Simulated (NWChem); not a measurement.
System: Br cation, triplet

NWChem printed, in part:

```
             Northwest Computational Chemistry Package (NWChem) 7.3.0
             --------------------------------------------------------

                             Geometry "geometry" -> ""
                             -------------------------

 Output coordinates in angstroms (scale by  1.889725989 to convert to a.u.)

  No.       Tag          Charge          X              Y              Z
 ---- ---------------- ---------- -------------- -------------- --------------
    1 Br                  35.0000     0.00000000     0.00000000     0.00000000

 Effective nuclear repulsion energy (a.u.)       0.0000000000

  xc_inp: hfexch multiplicative factor not found.

                                 NWChem DFT Module
                                 -----------------

 Summary of "ao basis" -> "ao basis" (spherical)
 ------------------------------------------------------------------------------
       Tag                 Description            Shells   Functions and Types
 ---------------- ------------------------------  ------  ---------------------
 Br                         cc-pvqz                 20       68   7s6p4d2f1g

            General Information
            -------------------
          SCF calculation type: DFT
          Wavefunction type:  spin polarized.
          No. of atoms     :     1
          No. of electrons :    34
           Alpha electrons :    18
            Beta electrons :    16
          Charge           :     1
          Spin multiplicity:     3
          Use of symmetry is: off; symmetry adaption is: off
          Maximum number of iterations: 150
          AO basis - number of functions:    68
                     number of shells:    20
          Convergence on energy requested:  1.00D-06
          Convergence on density requested:  1.00D-05
          Convergence on gradient requested:  5.00D-04

              XC Information
              --------------
                     Hartree-Fock (Exact) Exchange  1.000

      Superposition of Atomic Density Guess
      -------------------------------------

 Sum of atomic energies:       -2572.44848258

 Renormalizing density from      35.00 to     34

      Non-variational initial energy
      ------------------------------

 Total energy =   -2526.800931
 1-e energy   =   -3479.646572
 2-e energy   =     952.845641
 HOMO         =      -0.948116
 LUMO         =      -0.948116

     ---------------------------------------------
      Total Density - Mulliken Population Analysis
     ---------------------------------------------

    Atom       Charge   Shell Charges
 -----------   ------   -------------------------------------------------------
    1 Br  35    34.00   2.00  1.97  2.51 -0.55  0.77  1.05  0.25  6.01  5.14  1.34  1.88  1.49  0.15  9.71  0.22  0.08 -0.01  0.00  0.00  0.00

     --------------------------------------------
      Spin Density - Mulliken Population Analysis
     --------------------------------------------

    Atom       Charge   Shell Charges
 -----------   ------   -------------------------------------------------------
    1 Br  35     2.00  -0.00  0.00  0.00 -0.00  0.00  0.00  0.00 -0.00  0.01  0.26  0.91  0.75  0.07  0.00  0.00  0.00  0.00  0.00  0.00  0.00

   convergence    iter        energy       DeltaE   RMS-Dens  Diis-err
 ---------------- ----- ----------------- --------- --------- ---------
 d= 0,ls=0.0,diis     1  -2571.6654167931 -2.57D+03  2.47D-02  3.46D+00
                                                     2.29D-02  3.36D+00
 d= 0,ls=0.0,diis     2  -2571.9730796400 -3.08D-01  7.32D-03  7.82D-01
                                                     6.77D-03  7.75D-01
 d= 0,ls=0.0,diis     3  -2572.0526458694 -7.96D-02  3.83D-04  4.20D-04
                                                     2.05D-04  3.74D-04
 d= 0,ls=0.0,diis     4  -2572.0529234197 -2.78D-04  8.25D-05  2.69D-05
                                                     6.07D-05  3.02D-05
 d= 0,ls=0.0,diis     5  -2572.0529488426 -2.54D-05  1.25D-05  4.30D-07
                                                     9.43D-06  4.37D-07
 d= 0,ls=0.0,diis     6  -2572.0529492080 -3.65D-07  2.02D-06  8.60D-09
                                                     1.71D-06  7.18D-09

         Total DFT energy =    -2572.052949208026
      One electron energy =    -3567.927434577994
           Coulomb energy =     1085.275892752714
    Exchange-Corr. energy =      -89.401407382746
 Nuclear repulsion energy =        0.000000000000

 Numeric. integr. density =        0.000000000000

                    DFT Final Alpha Molecular Orbital Analysis
                    ------------------------------------------

 Vector   16  Occ=1.000000D+00  E=-8.891589D-01
              MO Center= -5.7D-15,  9.8D-16, -2.4D-15, r^2= 1.2D+00
   Bfn.  Coefficient  Atom+Function         Bfn.  Coefficient  Atom+Function
  ----- ------------  ---------------      ----- ------------  ---------------
    17      0.516183  1 Br px                20      0.456951  1 Br px
    14      0.281550  1 Br px                19      0.084725  1 Br pz
    22      0.075003  1 Br pz                23      0.056849  1 Br px
    18     -0.049503  1 Br py                16      0.046213  1 Br pz
    21     -0.043822  1 Br py                15     -0.027001  1 Br py

 Vector   17  Occ=1.000000D+00  E=-8.891589D-01
              MO Center=  1.9D-15, -7.5D-17, -1.1D-16, r^2= 1.2D+00
   Bfn.  Coefficient  Atom+Function         Bfn.  Coefficient  Atom+Function
  ----- ------------  ---------------      ----- ------------  ---------------
    19      0.482529  1 Br pz                22      0.427159  1 Br pz
    16      0.263193  1 Br pz                18     -0.184011  1 Br py
    21     -0.162896  1 Br py                15     -0.100368  1 Br py
    17     -0.096849  1 Br px                20     -0.085735  1 Br px
    25      0.053143  1 Br pz                14     -0.052826  1 Br px

 Vector   18  Occ=1.000000D+00  E=-8.163529D-01
              MO Center=  1.2D-15, -1.8D-15,  1.2D-16, r^2= 1.3D+00
   Bfn.  Coefficient  Atom+Function         Bfn.  Coefficient  Atom+Function
  ----- ------------  ---------------      ----- ------------  ---------------
    18      0.461410  1 Br py                21      0.442540  1 Br py
    15      0.283714  1 Br py                19      0.178944  1 Br pz
    22      0.171626  1 Br pz                16      0.110030  1 Br pz
    24      0.072701  1 Br py                25      0.028195  1 Br pz

 Vector   19  Occ=0.000000D+00  E= 1.868854D-03
              MO Center=  9.2D-14, -4.9D-13, -3.4D-13, r^2= 6.3D+00
   Bfn.  Coefficient  Atom+Function         Bfn.  Coefficient  Atom+Function
  ----- ------------  ---------------      ----- ------------  ---------------
    23      1.553513  1 Br px                20     -1.063517  1 Br px
    14     -0.394892  1 Br px                11     -0.321208  1 Br px
    25      0.212225  1 Br pz                22     -0.145287  1 Br pz
    24     -0.132399  1 Br py                21      0.090639  1 Br py
    17      0.085145  1 Br px                16     -0.053946  1 Br pz

 Vector   20  Occ=0.000000D+00  E= 1.868854D-03
              MO Center=  5.3D-16,  1.3D-14, -8.6D-15, r^2= 6.3D+00
   Bfn.  Coefficient  Atom+Function         Bfn.  Coefficient  Atom+Function
  ----- ------------  ---------------      ----- ------------  ---------------
    25      1.451729  1 Br pz                22     -0.993836  1 Br pz
    24     -0.555088  1 Br py                21      0.380007  1 Br py
    16     -0.369020  1 Br pz                13     -0.300163  1 Br pz
    23     -0.245628  1 Br px                20      0.168154  1 Br px
    15      0.141100  1 Br py                12      0.114771  1 Br py

 Vector   21  Occ=0.000000D+00  E= 1.829112D-02
              MO Center=  6.4D-14,  2.3D-13,  4.5D-14, r^2= 6.3D+00
   Bfn.  Coefficient  Atom+Function         Bfn.  Coefficient  Atom+Function
  ----- ------------  ---------------      ----- ------------  ---------------
    24      1.484557  1 Br py                21     -1.061352  1 Br py
    25      0.575740  1 Br pz                22     -0.411613  1 Br pz
    15     -0.398428  1 Br py                12     -0.331416  1 Br py
    16     -0.154518  1 Br pz                13     -0.128529  1 Br pz
    18      0.112550  1 Br py                23      0.047871  1 Br px

                     DFT Final Beta Molecular Orbital Analysis
                     -----------------------------------------

 Vector   14  Occ=1.000000D+00  E=-3.615502D+00
              MO Center=  9.7D-17, -5.3D-16, -2.9D-16, r^2= 1.2D-01
   Bfn.  Coefficient  Atom+Function         Bfn.  Coefficient  Atom+Function
  ----- ------------  ---------------      ----- ------------  ---------------
    30      0.707222  1 Br d  2              27     -0.549119  1 Br d -1
    28      0.286213  1 Br d  0              35      0.083329  1 Br d  2
    32     -0.064700  1 Br d -1              26     -0.045657  1 Br d -2
    33      0.033723  1 Br d  0

 Vector   15  Occ=1.000000D+00  E=-1.236775D+00
              MO Center= -1.6D-16,  8.6D-15,  4.0D-15, r^2= 9.2D-01
   Bfn.  Coefficient  Atom+Function         Bfn.  Coefficient  Atom+Function
  ----- ------------  ---------------      ----- ------------  ---------------
     6      0.706892  1 Br s                  4      0.666704  1 Br s
     5      0.375777  1 Br s                  7      0.191911  1 Br s

 Vector   16  Occ=1.000000D+00  E=-7.755166D-01
              MO Center= -1.2D-16, -6.9D-15, -5.1D-15, r^2= 1.3D+00
   Bfn.  Coefficient  Atom+Function         Bfn.  Coefficient  Atom+Function
  ----- ------------  ---------------      ----- ------------  ---------------
    21      0.448488  1 Br py                18      0.441257  1 Br py
    15      0.295197  1 Br py                22      0.173932  1 Br pz
    19      0.171128  1 Br pz                16      0.114483  1 Br pz
    24      0.087150  1 Br py                25      0.033798  1 Br pz

[...]
```

Level: UHF/cc-pVQZ. The open p shell is one determinant without spherical averaging. No stability test was run on the SCF state.

### Question
Write an input that gives this output.

### Answer
Several could match; the one computed here: the input that was run:
```
start job
memory heap 200 mb stack 900 mb global 1100 mb
charge 1
geometry units angstroms noautoz
  Br     0.000000     0.000000     0.000000
end
basis spherical
  * library cc-pvqz
end
dft
  odft
  mult 3
  xc hfexch
  iterations 150
  mulliken
end
task dft energy
```
